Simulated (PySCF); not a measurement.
## Computed properties of CH2N, SMILES C#[NH+], charge +1

CH2N, SMILES C#[NH+], charge +1. The structure is a stationary point at PBE0-D3(BJ)/def2-TZVPD. The isomer is the one that the SMILES or the coordinates give; other isomers of the formula were not compared. One conformer was computed; it need not be the lowest. All values are computed for the isolated molecule unless a solvent is named; none is compared with measurement here.

**Structure.** The optimised structure has C∞v symmetry. All 7 harmonic modes at PBE0-D3(BJ)/def2-TZVPD (PySCF) are real, so it is a minimum.

**Vibrations.** The strongest infrared lines (harmonic, unscaled, degenerate partners summed) lie at 3649 cm⁻¹ (410 km/mol, H 83 %, N 14 %), 3322 cm⁻¹ (370 km/mol, H 85 %, C 15 %), 682 cm⁻¹ (237 km/mol, H 73 %, N 20 %). The softest mode is at 682 cm⁻¹ and the zero-point energy is 17.6 kcal/mol.

**Electronic structure.** M06-2X/def2-TZVPD (PySCF) places the frontier levels at -21.15 and -6.91 eV, a gap of 14.24 eV and a mean polarisability of 13.0 bohr³. PBE/def2-TZVPD (PySCF) at the same geometry gives -18.20 and -9.39 eV, so its gap is 5.43 eV narrower. An orbital gap is neither the optical nor the fundamental gap.

**Excitations.** TDDFT-ωB97X/def2-TZVPD (PySCF) has S1 at 8.55 eV (145 nm, f = 0.000, dark); the most intense of the 10 singlets computed lies at 13.62 eV (f = 0.84). Strengths of degenerate partners are summed. T1 (TDA) is at 7.02 eV. No vertical singlet excitation falls in the visible range (under 3.1 eV).

**NMR.** GIAO shifts at PBE0/pcSseg-2 (PySCF) (non-relativistic, atoms alike by connectivity averaged): ¹³C at 104.8 ppm against TMS; ¹H from 5.8 to 6.5 ppm against TMS.
